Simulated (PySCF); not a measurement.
CNiO, SMILES [O+]#[C-]->[Ni], multiplicity 1.

Coordinates come from a PBE0-D3(BJ)/def2-TZVP optimisation. The multiplicity is an assumed one; other spin states were not compared.

Level of theory: PBE/def2-TZVPD in PySCF.

Isolated molecule, no solvent.

* **total energy**: -1621.37076 hartree
* **point group**: C∞v
* **highest occupied level**: -4.33 eV
* **lowest empty level**: -2.91 eV
* **orbital gap**: 1.42 eV
* **dipole moment**: 3.21 D
* **quadrupole, principal values (traceless, Buckingham form, about the centre of nuclear charge)**: -1.19, -1.19, 2.38 D·Å
* **mean static polarisability**: 47.3 bohr³ (7.01 Å³)
* **polarisability, principal values**: 41.1, 41.1, 59.6 bohr³
